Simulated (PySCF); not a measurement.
Computed shifts of a molecule C4H2ClF, PBE/pcSseg-1 (PySCF), GIAO, gas phase, atoms alike by connectivity averaged where their shifts nearly agree, in ppm (number of nuclei): ¹³C: 174.0 (1), 94.4 (1), 93.2 (1), 80.4 (1). ¹⁹F: -66.5 (1). ¹H: 5.19 (1), 3.56 (1). References: ¹³C against TMS (σ = 182.0 ppm); ¹⁹F against CFCl3 (σ = 133.6 ppm); ³⁵Cl against HCl (σ = 936.5 ppm); ¹H against TMS (σ = 31.49 ppm), references at their B3LYP-D3(BJ)/def2-TZVP geometries, non-relativistic (without spin–orbit terms, shifts of atoms bonded to Cl or Br come out too high). The structure is a stationary point at B3LYP-D3(BJ)/def2-SVP. One conformer was computed; it need not be the lowest.

**Question.** Which molecule gave these data?
A. C#C/C(Cl)=C\F
B. C#C/C=C(\F)Cl
C. C#C/C(F)=C\Cl

**Answer.** B, C#C/C=C(\F)Cl
